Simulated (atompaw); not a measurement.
I: PAW (atompaw) pseudisation with PBEsol, scalar-relativistic reference atom.

| Item | Value |
| --- | --- |
| Element | iodine |
| Generator | atompaw 4.2.0.5 |
| Type | PAW |
| Functional | PBEsol |
| Relativity | scalar-relativistic |
| Frozen core | [Kr] |
| Valence charge | 17 |
| Reference configuration | 4d10 5s2 5p5 |
| Partial waves | 5s (bound): rc 1.75 bohr; 5s channel at 0.1 Ry: rc 1.75 bohr; 5p (bound): rc 1.55 bohr; 5p channel at 4.45 Ry: rc 1.75 bohr; 4d (bound): rc 1.75 bohr; 4d channel at -1.4 Ry: rc 1.75 bohr |
| Local potential | vpsmatchnc scheme with l = 3 at 0.5 Ry, radius 1.65 bohr |
| Core correction | smooth core density matched at 0.90 bohr |
| Augmentation charge | gaussian compensation charge, radius 1.30 bohr; PAW radius 1.75 bohr; waves and projectors: custom polynom gramschmidtortho |

Results:

```
Cutoffs needed                                           : 55 Ry and 90 Ry (the cutoffs (Ry, on a coarse ladder) from which the occupation-weighted sum of valence levels, in a spherical-Bessel basis at the reference potential, stays within 10 and 1 mRy of its value at 400 Ry)
Ghost test                                               : ghost states, extra bound levels that the all-electron valence spectrum of the same l lacks: s at -337.2 eV, p at -267.9 eV; a true bound ghost makes a file unfit for plane-wave use (spherical-Bessel basis up to 400 Ry, 20 bohr box)
Lowest eigenvalue of the overlap operator                : 0.11 (p channel)
Overlap eigenvalues printed by atompaw (projector basis) : 0.135, 2.32, 3.33, 16.5, 547, 1.48e+04
Share of each valence orbital outside the PAW sphere     : 5s 59 %, 5p 78 %, 4d 3 %
```

Generation and tests took about 3.9 s on one core of a shared server CPU.
